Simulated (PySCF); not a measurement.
**Excitation energy of Cr by level of theory**

Cr [Ar] 3d5 4s1 (7S) → Cr [Ar] 3d5 4p1 (7P), as a difference of total energies. All numbers are calculated (PySCF 2.14, the spin-free X2C one-electron Hamiltonian (Gaussian nucleus), in x2c-TZVPPall (6s5p4d2f1g, 64 functions)). The calculations carry no spin-orbit coupling.

```csv
method,excitation energy (eV),error (eV)
LDA,3.474,+0.571
PBE,3.368,+0.465
r2SCAN,3.430,+0.527
M06,3.305,+0.402
PW91,3.396,+0.493
```

Reference: 2.903 eV (measured; NIST levels, between the centres of gravity of the two terms).

The basis was made for the ground configuration and has no added diffuse functions, so the excitation energy can come out too high.
